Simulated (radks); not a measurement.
Spherical jellium clusters: N electrons in a uniform positive sphere of charge N and radius rs N^(1/3), rs = 4.99 bohr. Method: non-relativistic Kohn-Sham, LDA (Slater exchange, Perdew-Wang correlation), spin-polarised, spherical densities; computed with a radial shooting solver with Libxc functionals. Levels are named by radial order and angular momentum (1s, 1p, 1d, 2s, ...), and open shells are averaged over m. Each electron was tried in the lowest free levels, single moves between levels near the top were tried too, and the lowest total energy was kept; such a search can miss a lower state. Energies include the self-energy of the background; IP and EA are vertical (highest electron removed, lowest free level filled), at fixed background; spill-out counts the electrons outside the background radius R, and alpha is the static dipole polarisability from linear response (closed shells only). A dash means not computed or, for alpha, an open shell; in EA it means that no bound solution was reached, which is typical of self-interaction and does not show that the anion is unstable. Real open-shell clusters deform, which this model forbids.

N	open shells	2S	E/N (eV)	E(N+1) + E(N-1) - 2E(N) (eV)	IP (eV)	EA (eV)	-e(HOMO) (eV)	spill-out (e)
1	1s(up 1, down 0)	1	-1.344	-	-	-	2.608	0.31
2	none	0	-1.664	0.758	4.439	-	2.683	0.46
3	1p(up 1, down 0)	1	-1.518	-0.495	3.377	-	1.952	0.71
4	1p(up 2, down 0)	2	-1.568	-0.323	3.758	-	2.336	0.85
5	1p(up 3, down 0)	3	-1.664	0.257	3.957	-	2.575	0.95
6	1p(up 3, down 1)	2	-1.684	-0.266	3.597	1.171	2.351	1.07
7	1p(up 3, down 2)	1	-1.737	-0.189	3.798	1.397	2.565	1.17
8	none	0	-1.800	0.804	3.925	-	2.717	1.26
9	1d(up 1, down 0)	1	-1.760	-0.195	3.065	-	1.961	1.40
10	1d(up 2, down 0)	2	-1.747	-0.162	3.234	1.100	2.144	1.51
11	1d(up 3, down 0)	3	-1.751	-0.136	3.365	1.259	2.291	1.61
12	1d(up 4, down 0)	4	-1.766	-0.115	3.468	1.392	2.411	1.69
13	1d(up 5, down 0)	5	-1.787	0.268	3.551	1.153	2.511	1.77
14	1d(up 5, down 1)	4	-1.787	-0.126	3.253	1.301	2.262	1.86
15	1d(up 5, down 2)	3	-1.794	-0.107	3.359	1.427	2.379	1.95
16	1d(up 5, down 3)	2	-1.808	-0.092	3.445	1.535	2.476	2.02
17	1d(up 5, down 4)	1	-1.825	-0.080	3.517	1.628	2.560	2.10
18	none	0	-1.845	0.167	3.577	1.492	2.632	2.16
19	2s(up 1, down 0)	1	-1.854	0.187	3.391	1.351	2.461	2.30
20	none	0	-1.853	0.180	3.199	1.183	2.303	2.48
21	1f(up 1, down 0)	1	-1.843	-0.086	3.026	1.279	2.143	2.55
22	1f(up 2, down 0)	2	-1.838	-	3.097	1.365	2.222	2.62

All shells are closed at N = 2, 8, 18, 20 (there: 1s2 1p6 1d10 2s2); the second difference of the energy has clear peaks (12 % above both neighbours; the first and last values, which can be the largest, are not judged, and half-filled shells can peak too) at N = 5, 8, 13.
